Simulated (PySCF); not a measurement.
C₄H₇FO, SMILES [C@H]1(F)[C@@](O)(C)C1.

The structure is a stationary point at PBE-D3(BJ)/def2-SVP. The structure was generated by enumeration; whether it is a known compound was not checked. The values are those of a single conformer.

All values below come from PBE-D3(BJ)/def2-SVP (PySCF).

Frequencies are harmonic and unscaled.

Computed harmonic wavenumbers and intensities:
| mode | ν (cm⁻¹) | IR (km/mol) | moving atoms (share of kinetic energy) |
|---|---|---|---|
| 1 | 194 | 0.3 | H 83 %, F 9 % |
| 2 | 202 | 4.3 | C 32 %, F 30 %, H 29 %, O 9 % |
| 3 | 247 | 4.6 | H 37 %, C 29 %, F 23 %, O 11 % |
| 4 | 313 | 77.4 | H 82 %, C 13 % |
| 5 | 373 | 7.3 | C 34 %, O 34 %, H 23 %, F 9 % |
| 6 | 402 | 26.6 | C 35 %, O 31 %, H 30 % |
| 7 | 453 | 9.2 | H 37 %, C 30 %, F 23 %, O 10 % |
| 8 | 505 | 2.6 | C 44 %, H 32 %, F 13 %, O 11 % |
| 9 | 709 | 6.2 | C 59 %, H 28 %, O 12 % |
| 10 | 808 | 11.3 | H 42 %, C 42 %, F 14 % |
| 11 | 865 | 13.1 | H 69 %, C 28 % |
| 12 | 884 | 3.4 | H 49 %, C 45 % |
| 13 | 944 | 7.2 | H 51 %, C 32 %, O 17 % |
| 14 | 962 | 5.9 | H 75 %, C 24 % |
| 15 | 1015 | 31.4 | C 50 %, H 43 % |
| 16 | 1046 | 15.2 | H 59 %, C 39 % |
| 17 | 1065 | 11.6 | H 50 %, C 48 % |
| 18 | 1145 | 113.2 | C 49 %, H 29 %, F 20 % |
| 19 | 1203 | 83.9 | H 56 %, C 32 %, O 10 % |
| 20 | 1264 | 12.4 | C 52 %, H 43 % |
| 21 | 1295 | 19.1 | H 70 %, C 26 % |
| 22 | 1334 | 2.3 | H 82 %, C 17 % |
| 23 | 1352 | 17.5 | H 59 %, C 41 % |
| 24 | 1403 | 4.7 | H 96 % |
| 25 | 1404 | 4.5 | H 85 %, C 15 % |
| 26 | 1465 | 33.3 | C 62 %, H 37 % |
| 27 | 2968 | 25.3 | H 97 % |
| 28 | 3053 | 14.9 | H 91 %, C 9 % |
| 29 | 3063 | 1.3 | H 95 % |
| 30 | 3087 | 5.8 | H 91 %, C 9 % |
| 31 | 3089 | 11.2 | H 91 %, C 9 % |
| 32 | 3168 | 1.8 | H 89 %, C 11 % |
| 33 | 3673 | 13.9 | H 94 % |
